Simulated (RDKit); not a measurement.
Job for RDKit: UFF on HF (SMILES F).

```python
from rdkit import Chem
from rdkit.Chem import AllChem, rdDetermineBonds

blocks = [
'''2

F     0.00360347   -0.14085454   -0.34291483
H     0.12754265   -0.35383949    0.56339649
''',
]
mol = None
for b in blocks:
    f = Chem.MolFromXYZBlock(b)
    rdDetermineBonds.DetermineBonds(f, charge=0)
    mol = f if mol is None else Chem.CombineMols(mol, f)
Chem.SanitizeMol(mol)
print(Chem.MolToSmiles(Chem.RemoveHs(mol)))
ff = AllChem.UFFGetMoleculeForceField(mol, vdwThresh=100.0, ignoreInterfragInteractions=False)
e = ff.CalcEnergy()
print(f'UFF energy {e:.6f} kcal/mol')
```

Output:

```
F
UFF energy 0.918637 kcal/mol
```

The run finished.

Cost: roughly 0.020 core-seconds.
